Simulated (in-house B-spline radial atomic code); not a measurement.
A fraction x of an electron is removed from 5s in Rb, starting from [Kr] 5s1 and keeping the highest spin. Computed with an all-electron radial atomic-structure program (B-spline basis): scalar-relativistic (X2C) BLYP, spin-polarised, spherical fractional occupations, Fermi nucleus of rms radius 4.2036 fm.

```tsv
x	E(x) - E(0) (eV)	5s up level (eV)
0	0.0000	-2.318
0.02	0.0471	-2.393
0.16	0.4192	-2.924
0.35	1.0449	-3.666
0.41	1.2721	-3.905
0.5	1.6397	-4.266
0.57	1.9482	-4.548
0.63	2.2284	-4.791
0.78	2.9928	-5.401
0.98	4.1536	-6.194
1	4.2782	-
```

The exact functional would give a straight line between the two integer points. Deviations E(x) - E(0) - x[E(1) - E(0)], in eV: -0.038 at x = 0.02, -0.265 at x = 0.16, -0.452 at x = 0.35, -0.482 at x = 0.41, -0.499 at x = 0.5, -0.49 at x = 0.57, -0.467 at x = 0.63, -0.344 at x = 0.78, -0.039 at x = 0.98.

The curve lies below the straight line by up to 0.499 eV (at x = 0.5): convex, the delocalisation error that favours fractional charges.

(1) How well does Slater's transition state (minus the level at half occupation) give the ionisation energy?

Answers

(1) It gives 4.266 eV against 4.278 eV from the two total energies; NIST lists 4.18 eV, ground level to ground level.
